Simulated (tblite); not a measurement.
A geometry optimisation, step by step.

C3H8OSi.
Atom-mapped SMILES: `[CH2:1]=[CH:2][CH2:3][SiH2:4][OH:5]` (hydrogens: H6, H7 on C1; H8 on C2; H9, H10 on C3; H11, H12 on Si4; H13 on O5)

Computed with GFN2-xTB (tblite), gas phase: L-BFGS steps from a force-field or distance-geometry start until the largest atomic force falls under 0.01 eV/Å. 9 of its 74 geometries are shown.

Step 0: E = -443.6259 eV, largest atomic force 1.327 eV/Å
```
atom  x, y, z in Å  |  force x, y, z in eV/Å
C1     -1.652    1.381   -0.066   -0.142  -0.162  -0.444
C2     -1.150    0.186   -0.366    0.365   0.196   1.199
C3     -0.286   -0.627    0.597   -1.253   0.357  -0.251
Si4     1.465   -0.922    0.004    1.173  -0.336  -0.322
O5      2.303    0.481   -0.242   -0.849  -0.133  -0.298
H6     -2.287    1.910   -0.786    0.361  -0.179   0.429
H7     -1.483    1.870    0.887   -0.014  -0.147  -0.257
H8     -1.365   -0.260   -1.320    0.065  -0.168  -0.118
H9     -0.248   -0.138    1.575   -0.160   0.076  -0.151
H10    -0.788   -1.593    0.755    0.170   0.220  -0.092
H11     1.438   -1.679   -1.269   -0.026   0.152   0.154
H12     2.194   -1.741    1.017   -0.163   0.520  -0.343
H13     1.854    1.134   -0.805    0.472  -0.397   0.493
```

Step 9: E = -443.7430 eV, largest atomic force 0.100 eV/Å
```
atom  x, y, z in Å  |  force x, y, z in eV/Å
C1     -1.648    1.375   -0.068    0.022   0.001  -0.029
C2     -1.147    0.181   -0.335   -0.042  -0.027  -0.018
C3     -0.319   -0.623    0.602    0.027  -0.026  -0.036
Si4     1.456   -0.955   -0.031    0.017  -0.006  -0.004
O5      2.262    0.440   -0.235    0.039   0.012  -0.016
H6     -2.257    1.911   -0.778    0.046   0.010   0.011
H7     -1.480    1.865    0.880   -0.005  -0.051  -0.062
H8     -1.337   -0.287   -1.295   -0.023   0.050   0.015
H9     -0.281   -0.116    1.568    0.010  -0.083   0.013
H10    -0.795   -1.593    0.743   -0.063   0.005   0.077
H11     1.426   -1.693   -1.302   -0.064   0.022   0.068
H12     2.221   -1.647    0.999    0.020   0.048  -0.042
H13     1.896    1.142   -0.766    0.015   0.045   0.023
```

Step 18: E = -443.7515 eV, largest atomic force 0.054 eV/Å
```
atom  x, y, z in Å  |  force x, y, z in eV/Å
C1     -1.637    1.370   -0.076    0.024   0.019  -0.006
C2     -1.153    0.167   -0.336   -0.022   0.004  -0.013
C3     -0.332   -0.640    0.605    0.009   0.013  -0.007
Si4     1.445   -0.948   -0.031    0.038  -0.016  -0.029
O5      2.264    0.438   -0.247    0.014   0.026   0.014
H6     -2.225    1.920   -0.792    0.023  -0.009   0.012
H7     -1.470    1.852    0.874    0.003   0.000  -0.018
H8     -1.346   -0.290   -1.299    0.006  -0.019   0.016
H9     -0.283   -0.137    1.572   -0.044  -0.007   0.031
H10    -0.817   -1.604    0.760    0.011  -0.010   0.008
H11     1.380   -1.693   -1.292   -0.021  -0.003  -0.001
H12     2.253   -1.610    0.984   -0.010  -0.005  -0.008
H13     1.914    1.174   -0.740   -0.031   0.006  -0.001
```

Step 27: E = -443.7542 eV, largest atomic force 0.054 eV/Å
```
atom  x, y, z in Å  |  force x, y, z in eV/Å
C1     -1.616    1.370   -0.085    0.014   0.023   0.001
C2     -1.149    0.158   -0.333   -0.053   0.003  -0.009
C3     -0.334   -0.645    0.615   -0.011   0.004  -0.009
Si4     1.443   -0.936   -0.030    0.029  -0.040  -0.019
O5      2.258    0.451   -0.250   -0.011   0.007   0.003
H6     -2.194    1.926   -0.806    0.015  -0.024   0.006
H7     -1.446    1.856    0.863    0.015   0.007  -0.019
H8     -1.348   -0.310   -1.290    0.013   0.000   0.003
H9     -0.311   -0.149    1.586    0.022   0.000   0.029
H10    -0.801   -1.619    0.757   -0.032  -0.017   0.006
H11     1.345   -1.686   -1.288    0.015   0.026   0.002
H12     2.261   -1.608    0.968    0.003   0.000   0.007
H13     1.889    1.191   -0.724   -0.021   0.012   0.000
```

Step 36: E = -443.7586 eV, largest atomic force 0.084 eV/Å
```
atom  x, y, z in Å  |  force x, y, z in eV/Å
C1     -1.563    1.376   -0.107    0.008   0.026   0.010
C2     -1.147    0.139   -0.315   -0.017   0.029  -0.065
C3     -0.344   -0.672    0.637    0.002   0.015  -0.024
Si4     1.431   -0.930   -0.028    0.042  -0.049  -0.053
O5      2.206    0.480   -0.247    0.000   0.012   0.032
H6     -2.131    1.923   -0.842    0.038  -0.024   0.023
H7     -1.366    1.893    0.820   -0.006  -0.024  -0.014
H8     -1.357   -0.346   -1.261   -0.048  -0.002   0.009
H9     -0.322   -0.189    1.613    0.015   0.028   0.035
H10    -0.815   -1.645    0.762   -0.010  -0.041   0.016
H11     1.332   -1.641   -1.310    0.015  -0.002   0.055
H12     2.276   -1.607    0.949   -0.024   0.028  -0.033
H13     1.795    1.221   -0.686   -0.014   0.004   0.010
```

Step 46: E = -443.7633 eV, largest atomic force 0.078 eV/Å
```
atom  x, y, z in Å  |  force x, y, z in eV/Å
C1     -1.487    1.380   -0.136   -0.003   0.016   0.007
C2     -1.155    0.112   -0.304   -0.027   0.009  -0.043
C3     -0.357   -0.704    0.646    0.020   0.003  -0.016
Si4     1.417   -0.921   -0.037    0.050  -0.050  -0.033
O5      2.127    0.529   -0.215    0.003  -0.007  -0.022
H6     -2.031    1.929   -0.887   -0.014   0.002   0.036
H7     -1.245    1.917    0.768    0.028  -0.001  -0.015
H8     -1.428   -0.391   -1.223   -0.012  -0.022  -0.016
H9     -0.319   -0.219    1.621   -0.019   0.018   0.029
H10    -0.819   -1.680    0.776   -0.018  -0.026   0.009
H11     1.337   -1.620   -1.326    0.005   0.026   0.041
H12     2.294   -1.592    0.912   -0.015   0.015   0.008
H13     1.661    1.260   -0.614    0.003   0.015   0.016
```

Step 55: E = -443.7669 eV, largest atomic force 0.050 eV/Å
```
atom  x, y, z in Å  |  force x, y, z in eV/Å
C1     -1.448    1.377   -0.152   -0.001   0.004   0.001
C2     -1.169    0.094   -0.315   -0.026   0.026   0.010
C3     -0.363   -0.716    0.635    0.028  -0.005   0.001
Si4     1.418   -0.919   -0.038    0.035  -0.011  -0.034
O5      2.097    0.546   -0.221    0.001   0.004  -0.006
H6     -2.011    1.944   -0.873   -0.009  -0.020  -0.029
H7     -1.139    1.915    0.731    0.016  -0.009   0.005
H8     -1.495   -0.422   -1.209   -0.006   0.014   0.010
H9     -0.326   -0.219    1.605    0.001   0.001   0.029
H10    -0.820   -1.692    0.780   -0.015  -0.020  -0.022
H11     1.363   -1.615   -1.328   -0.006   0.006   0.026
H12     2.296   -1.579    0.919   -0.027   0.024  -0.003
H13     1.592    1.286   -0.551    0.009  -0.013   0.013
```

Step 64: E = -443.7683 eV, largest atomic force 0.025 eV/Å
```
atom  x, y, z in Å  |  force x, y, z in eV/Å
C1     -1.409    1.377   -0.168    0.018   0.005  -0.013
C2     -1.176    0.083   -0.306   -0.008   0.007   0.012
C3     -0.366   -0.730    0.637    0.004  -0.016  -0.002
Si4     1.415   -0.910   -0.044    0.003   0.003   0.000
O5      2.067    0.567   -0.227   -0.002  -0.005  -0.004
H6     -1.974    1.939   -0.892   -0.014   0.016  -0.003
H7     -1.053    1.924    0.691   -0.010   0.021   0.009
H8     -1.544   -0.440   -1.180   -0.004  -0.010   0.004
H9     -0.331   -0.245    1.614    0.001  -0.004  -0.010
H10    -0.819   -1.711    0.768    0.003  -0.018  -0.002
H11     1.361   -1.603   -1.334    0.006   0.000   0.013
H12     2.296   -1.558    0.918   -0.005   0.005  -0.004
H13     1.528    1.308   -0.496    0.007  -0.001   0.000
```

Step 73: E = -443.7686 eV, largest atomic force 0.010 eV/Å
```
atom  x, y, z in Å  |  force x, y, z in eV/Å
C1     -1.413    1.381   -0.167    0.003  -0.007   0.000
C2     -1.179    0.086   -0.304   -0.002   0.008   0.000
C3     -0.366   -0.731    0.632   -0.001   0.001  -0.002
Si4     1.418   -0.910   -0.044   -0.002   0.005   0.004
O5      2.075    0.564   -0.233   -0.009   0.003  -0.002
H6     -1.985    1.940   -0.887    0.000   0.001   0.002
H7     -1.057    1.932    0.690    0.001  -0.001  -0.001
H8     -1.554   -0.437   -1.175    0.000  -0.001   0.001
H9     -0.329   -0.251    1.611   -0.004  -0.006   0.000
H10    -0.815   -1.714    0.759    0.000   0.003   0.001
H11     1.371   -1.612   -1.329    0.004  -0.001   0.003
H12     2.291   -1.554    0.927    0.004  -0.001  -0.003
H13     1.538    1.308   -0.497    0.006  -0.003  -0.003
```

Task: Summarise the path.

Result: The energy falls by 13.77 kJ/mol from step 0 to step 73; nine tenths of that is first reached at step 28. It falls at every step. The largest force goes from 1.327 to 0.010 eV/Å. Among the bonds C3–Si4 changes most (a near tie, within 0.001 Å, with another), from 1.873 to 1.916 Å; the atoms move by 0.264 Å rms after alignment.

Task: Follow the three bonds and two angles with the largest change from start to end.

Result: 
| step | E above end (kJ/mol) | largest force (eV/Å) | C3–Si4 (Å) | C2–C3 (Å) | Si4–H12 (Å) | Si4–O5–H13 (°) | H11–Si4–H12 (°) |
| --- | --- | --- | --- | --- | --- | --- | --- |
| 0 | 13.77 | 1.327 | 1.873 | 1.528 | 1.493 | 114.9 | 108.1 |
| 3 | 5.16 | 0.417 | 1.925 | 1.489 | 1.456 | 118.4 | 110.3 |
| 6 | 3.28 | 0.234 | 1.902 | 1.486 | 1.456 | 120.0 | 111.6 |
| 10 | 2.35 | 0.092 | 1.918 | 1.487 | 1.457 | 120.9 | 112.8 |
| 13 | 1.87 | 0.098 | 1.918 | 1.489 | 1.455 | 121.6 | 113.4 |
| 16 | 1.74 | 0.058 | 1.912 | 1.487 | 1.456 | 122.2 | 113.2 |
| 19 | 1.63 | 0.054 | 1.914 | 1.488 | 1.456 | 123.0 | 113.2 |
| 22 | 1.52 | 0.075 | 1.917 | 1.488 | 1.456 | 123.0 | 113.3 |
| 25 | 1.45 | 0.041 | 1.914 | 1.487 | 1.457 | 122.7 | 113.1 |
| 29 | 1.34 | 0.063 | 1.913 | 1.487 | 1.454 | 122.2 | 113.0 |
| 32 | 1.19 | 0.073 | 1.916 | 1.488 | 1.454 | 122.1 | 113.3 |
| 35 | 1.04 | 0.080 | 1.914 | 1.486 | 1.457 | 122.1 | 113.4 |
| 38 | 0.88 | 0.056 | 1.915 | 1.486 | 1.456 | 122.1 | 113.8 |
| 41 | 0.75 | 0.092 | 1.917 | 1.487 | 1.453 | 121.9 | 113.7 |
| 44 | 0.60 | 0.055 | 1.913 | 1.485 | 1.454 | 121.3 | 113.0 |
| 48 | 0.44 | 0.051 | 1.917 | 1.486 | 1.456 | 121.1 | 112.7 |
| 51 | 0.33 | 0.084 | 1.917 | 1.488 | 1.454 | 121.4 | 112.9 |
| 54 | 0.20 | 0.040 | 1.915 | 1.486 | 1.456 | 121.3 | 112.7 |
| 57 | 0.11 | 0.034 | 1.916 | 1.485 | 1.456 | 120.8 | 112.7 |
| 60 | 0.08 | 0.027 | 1.916 | 1.486 | 1.455 | 120.7 | 112.9 |
| 63 | 0.05 | 0.025 | 1.916 | 1.485 | 1.456 | 120.7 | 113.1 |
| 67 | 0.01 | 0.020 | 1.916 | 1.485 | 1.456 | 120.7 | 113.3 |
| 70 | 0.01 | 0.011 | 1.915 | 1.486 | 1.456 | 120.8 | 113.2 |
| 73 | 0.00 | 0.010 | 1.916 | 1.486 | 1.456 | 120.8 | 113.1 |

The cost below is that of the whole relaxation. Time: 0.98 s of wall time. Hardware: one thread, Intel Xeon at 2.50 GHz (x86_64), shared host.
